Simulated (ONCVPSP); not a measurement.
# An all-electron radial function and its pseudo partner (Ta)

Columns: radius, all-electron u(r) and pseudo u(r) of the 5p shell (level -41.09 eV) of tantalum in the configuration [Kr] 4d10 4f14 5s2 5p6 5d3 6s1 6p1; LDA (Perdew-Zunger), scalar-relativistic, ONCV scheme, ONCVPSP 4.0.1.

| r (bohr) | all-electron | pseudo |
| --- | --- | --- |
| 0.150 | 0.3512 | 0.0465 |
| 0.300 | -0.3542 | 0.1756 |
| 0.450 | -0.4453 | 0.3602 |
| 0.600 | 0.0606 | 0.5630 |
| 0.750 | 0.5656 | 0.7462 |
| 0.900 | 0.8785 | 0.8805 |
| 1.050 | 1.0068 | 0.9500 |
| 1.200 | 1.0081 | 0.9539 |
| 1.350 | 0.9362 | 0.9029 |
| 1.500 | 0.8296 | 0.8147 |
| 1.650 | 0.7125 | 0.7078 |
| 1.800 | 0.5986 | 0.5978 |
| 1.950 | 0.4951 | 0.4950 |
| 2.100 | 0.4046 | 0.4045 |
| 2.250 | 0.3277 | 0.3276 |
| 2.400 | 0.2635 | 0.2635 |
| 2.550 | 0.2108 | 0.2107 |
| 2.700 | 0.1678 | 0.1678 |
| 2.850 | 0.1331 | 0.1331 |
| 3.000 | 0.1053 | 0.1052 |
| 3.150 | 0.0830 | 0.0830 |
| 3.300 | 0.0653 | 0.0653 |
| 3.450 | 0.0513 | 0.0513 |
| 3.600 | 0.0402 | 0.0402 |
| 3.750 | 0.0315 | 0.0315 |
| 3.900 | 0.0247 | 0.0246 |

Q: How many radial nodes do the two functions have?

A: The all-electron 5p function has n − l − 1 = 3 (the table is too coarse to show those close to the nucleus); the pseudo-wave has 0, since the states of the same l below it are removed with the core.

Q: At about which radius was the pseudo-wave matched?

A: 2.05 bohr, where the columns begin to agree (steps of 0.15 bohr).

Q: Is the pseudo-wave norm-conserving?

A: Yes: the ONCV scheme keeps the norm inside the radius equal to the all-electron one, which fixes the energy derivative of the logarithmic derivative at the level.
